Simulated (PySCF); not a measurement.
A calculated (MN15, PySCF 2.14, cc-pVTZ-DK, scalar relativity by spin-free X2C-1e) atom or ion has these occupied shells.

| shell | electrons | orbital energy (eV) | rms radius, mean of both spins (bohr) |
| --- | --- | --- | --- |
| 1s α | 1 | -9523.6 | 0.0580 |
| 1s β | 1 | -9523.5 | 0.0580 |
| 2s β | 1 | -1155.7 | 0.247 |
| 2s α | 1 | -1155.7 | 0.247 |
| 2p β | 3 | -1016.7 | 0.219 |
| 2p α | 3 | -1016.7 | 0.219 |
| 3s α | 1 | -138.70 | 0.746 |
| 3s β | 1 | -138.59 | 0.746 |
| 3p α | 3 | -96.774 | 0.782 |
| 3p β | 3 | -96.762 | 0.782 |
| 3d α | 5 | -23.909 | 1.02 |
| 3d β | 5 | -23.786 | 1.02 |
| 4s α | 1 | -15.711 | 2.62 |

(1) Name the element and its charge.

Answers

(1) Zn⁺ (zinc, charge +1), in [Ar] 3d10 4s1, 2S determinant.
